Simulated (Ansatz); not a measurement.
Ansatz results at the PBE0-D4/def2-TZVP geometry: ideal-gas entropy at 298 K and 1 bar (rigid rotor, harmonic PBE0-D4/def2-TZVP) 370 J/(mol·K); LUMO energy (PBE0/def2-TZVPP) -0.53 eV; HOMO–LUMO gap (PBE/def2-TZVPP) 4.71 eV.

Problem. Which molecule gave them?
A. `C=C(F)[SiH](O)F`
B. `[SiH3]C=C=C[SiH3]`
C. `Br[SiH]1C=N1`
D. `C=C=C([SiH3])[SiH3]`

Solution. D. The others give `Br[SiH]1C=N1`: 307, -1.15, 3.38; `C=C(F)[SiH](O)F`: 354, -0.76, 5.12; `[SiH3]C=C=C[SiH3]`: 365, -0.31, 5.27.
